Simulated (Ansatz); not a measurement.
Cost and result for the atomization energy of C4H7ClSi, SMILES `C=C[SiH](Cl)C=C` (13 atoms, 12 bonds).

```xyz
13

C    -0.493   -2.169   -0.696
C    -0.874   -0.917   -0.457
Si    0.183    0.530   -0.915
Cl   -0.863    1.785   -2.180
C     0.680    1.520    0.570
C     0.501    1.085    1.814
H     0.453   -2.394   -1.182
H    -1.105   -3.025   -0.425
H    -1.835   -0.746    0.024
H     1.363    0.046   -1.675
H     1.143    2.494    0.419
H     0.043    0.122    2.022
H     0.804    1.668    2.680
```

The species carries charge 0 and has multiplicity 1. Geometry: relaxed with PBE0-D4/def2-TZVP. It is one conformer, not always the lowest. Program: Ansatz. All runs use 2 threads of an AMD EPYC 7R13 on a shared host and a share of an NVIDIA H100 80 GB. Times are those of one run each, without the atoms' runs, and a repeat can differ threefold. Electronic energies, without spin–orbit coupling; frozen cores. CCSD(T)/CBS adds CCSD(T) − MP2 in def2-TZVPP to the MP2 limit, and its time is that of the two runs behind it. T1 = 0.011. B3LYP takes the VWN-RPA correlation (the form of Gaussian; ORCA's B3LYP/G).

CCSD(T)/CBS is a level of theory with its own doubt, some kJ/mol a heavy atom from the limit and from the frozen cores, so smaller differences don't rank the functionals.

| level | functions | wall time |
| --- | --- | --- |
| B3LYP-D4/def2-TZVPP (with forces) | 306 | 2.5 s |
| r2SCAN-D4/def2-TZVPP (with forces) | 306 | 2.5 s |
| PBE-D4/def2-TZVPP (with forces) | 306 | 3.3 s |
| ωB97X-V/def2-TZVPP | 306 | 3.3 s |
| PBE0-D4/def2-TZVPP | 306 | 3.3 s |
| B2PLYP/def2-TZVPP | 306 | 3.4 s |
| ωB97M-V/def2-TZVPP (with forces) | 306 | 3.7 s |
| MP2/def2-QZVPP | 578 | 4.4 s |
| CCSD(T)/def2-TZVPP | 306 | 6 s |
| CCSD(T)/CBS(def2) | – | 10 s |

(1) What atomization energy does each give, and how far from CCSD(T)/CBS? (An estimate is asked.)

Results:

(1) Computed: 
```tsv
level	atomization (kJ/mol)	difference from CCSD(T)/CBS	per bond
B3LYP-D4/def2-TZVPP (with forces)	5193.1	0.3	0.0
r2SCAN-D4/def2-TZVPP (with forces)	5211.6	18.8	1.6
PBE-D4/def2-TZVPP (with forces)	5297.3	104.5	8.7
ωB97X-V/def2-TZVPP	5199.2	6.4	0.5
PBE0-D4/def2-TZVPP	5225.9	33.1	2.8
B2PLYP/def2-TZVPP	5140.1	-52.7	-4.4
ωB97M-V/def2-TZVPP (with forces)	5211.4	18.6	1.6
MP2/def2-QZVPP	5223.6	30.8	2.6
CCSD(T)/def2-TZVPP	5065.6	-127.2	-10.6
CCSD(T)/CBS(def2)	5192.8	0.0	0.0
```

From PBE to PBE0 (25 % exact exchange), in def2-TZVPP and without D4, the atomization energy moves by −66.7 kJ/mol: exact exchange takes away binding that semilocal exchange gives to molecules. The D4 term adds +52.8 kJ/mol with B3LYP and +28.2 kJ/mol with PBE0; it sums over pairs of atoms, weighted by their polarisabilities, and B3LYP, whose exchange is more repulsive, gets the larger term. In def2-TZVPP, CCSD(T) changes the Hartree–Fock value by +1153.4 kJ/mol (the triples alone add +78.8 kJ/mol) and MP2 by +1236.4 kJ/mol; breaking electron pairs costs correlation energy, which Hartree–Fock lacks.
